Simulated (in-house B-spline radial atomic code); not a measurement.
# RPA and G0W0 on TPSS: Tb V (Tb4+)

Configuration [Xe] 4f7, highest spin, mean-field start TPSS. Computed with a B-spline radial code for spherical atoms: all electrons, scalar-relativistic (spin-free one-electron X2C), finite nucleus, each spin shell either full or empty, empty states to l = 9 with an (l + 1/2)⁻⁴ tail; G0W0 by contour deformation at full frequency.

Without the two-electron picture change, the correlation of inner shells comes somewhat too large for so heavy an element.

Command:
```bash
python run_gw.py task.json out
```
Settings (radii: box in bohr, nucleus in fm):
```
Z                        65
electrons                61
configuration            [Xe] 4f7
hamiltonian              x2c
method                   tpss,tpss
lmax                     9
rms_radius               5.06
spin_polarised           True
box_radius               11.96
intervals                67
```

Time taken, with all properties: 7.8 s on 1 thread of Arm Neoverse N1, with other jobs on the host.

Energies (hartree):

```tsv
term	value
mean-field total	-11705.26011
Hartree-Fock functional on these orbitals	-11701.68285
direct second order	-6.0368
second-order exchange	1.5997
SOSEX correction	1.4853
```

Problem. What is the RPA correlation energy, and what remains with SOSEX?

Solution. RPA gives -5.2451 hartree (-2.34 eV per electron); RPA + SOSEX gives -3.7597, and the second-order doubles -4.4372 hartree (no singles). RPA lacks exchange-type terms and so overcorrelates at short range.

Quasi-particle levels (eV):

| level | occupied | mean field | Σx - vxc | Σc | QP weight | G0W0 |
| --- | --- | --- | --- | --- | --- | --- |
| 4f up | yes | -56.44 | -14.47 | ? | ? | ? |
| 5p down | yes | -67.10 | -6.42 | -0.93 | 0.936 | -74.44 |
| 4f down | no | -50.11 | 18.93 | -9.61 | 0.910 | -40.79 |

G0W0 = mean field + (Σx - vxc) + Σc, with Σc (partial-wave tail included) taken at the quasi-particle energy. Only the outer levels were computed. Levels of low weight are left out.

Problem. Where does G0W0 put 4f up?

Solution. At -67.32 eV, with Σc = 3.58 eV and a quasi-particle weight of 0.906.
